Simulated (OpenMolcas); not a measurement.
InSiH5 (SMILES [SiH3][InH2]): name the method

The species is InSiH5 (7 atoms), meant as a singlet with charge 0. As SMILES, `[SiH3][InH2]`. Geometry: relaxed at PBE0-D4/def2-TZVP.

```xyz
7

Si   -0.6671   -0.6415   -0.6421
In    0.8308    0.8376    0.8405
H    -2.1199   -0.3711   -0.4636
H    -0.4320   -2.0833   -0.3459
H    -0.3380   -0.4255   -2.0800
H     0.1791    2.0621    1.8720
H     2.5471    0.6218    0.8191
```

A calculation with OpenMolcas 26.06 gave:

The total energy is -6004.9854 Eh. The dipole moment is 0.63 D, the HOMO energy is -9.70 eV and the LUMO energy is 0.42 eV. The HOMO–LUMO gap is 10.12 eV and the largest force is 0.619 eV/Å.

**Question.** Which of these levels gave the numbers?
A. BHLYP/def2-TZVP (core potential)
B. HF/3-21G
C. SVWN5/def2-TZVP (core potential)
D. B2PLYP/def2-TZVP (core potential)

**Answer.** B. The others give -482.2552 Eh (B2PLYP/def2-TZVP (core potential)), -481.0825 Eh (SVWN5/def2-TZVP (core potential)), -482.5239 Eh (BHLYP/def2-TZVP (core potential)).
